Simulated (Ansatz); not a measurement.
`[SH][Al]1[O]C[S]1` + H₂ → `C1[O][AlH][S]1` + H₂S at 298.15 K and 1 bar (hydrogenolysis of the Al–S bond).

Computed with Ansatz on PBE0-D4/def2-TZVP structures; ΔE is electronic, products minus reactants. CCSD(T)/CBS adds triple-zeta CCSD(T) − MP2 to the extrapolated MP2 energy (def2 sets, frozen cores). This one scheme is used for every species. One conformer a species, not always the lowest.

```csv
species,CCSD(T)/CBS energy (Eh),H − E (kJ/mol),S (J/(mol·K))
`[SH][Al]1[O]C[S]1`,-1152.70734,133.9,342.6
H₂,-1.17544,35.1,130.4
`C1[O][AlH][S]1`,-754.87619,121.4,293.4
H₂S,-398.97279,49.9,205.7
```

H − E and S are ideal-gas, rigid-rotor, harmonic terms from PBE0-D4/def2-TZVP, for one conformer and one mirror image of each species. The MP2-based limit puts H₂ 0.8 mEh under its directly extrapolated value; such offsets cancel only in part. 1 Eh = 2625.50 kJ/mol, R = 8.31446 J/(mol·K).

Task: By hand: ΔE, ΔH, ΔS and ΔG.

Result: ΔE = (-754.87619) + (-398.97279) − (-1152.70734) − (-1.17544) = 0.03380 Eh = 88.7 kJ/mol. Δ(H − E) = 121.4 + 49.9 − 133.9 − 35.1 = 2.3, so ΔH = 91.0 kJ/mol. ΔS = 293.4 + 205.7 − 342.6 − 130.4 = 26.1 J/(mol·K). ΔG = 91.0 − 298.15 × (26.1)/1000 = 83.2 kJ/mol.

Task: By hand: the equilibrium constant, and the temperature at which ΔG would vanish if ΔH and ΔS stayed fixed.

Result: log₁₀ K = −ΔG/(RT ln 10) = -14.6. ΔG = 0 at ΔH/ΔS = 3487 K, far beyond where these terms or the molecules hold.

ΔH outweighs TΔS. A doubt of 5 kJ/mol in ΔE shifts log₁₀ K by 0.9 here. Other conformers and mirror images would add mixing entropy, several J/(mol·K) or more a flexible species. These are equilibria of isolated gas molecules and say nothing of rates. Largest T1 diagnostic: 0.014 (customary marks: 0.02 for closed shells, 0.045 for open ones).
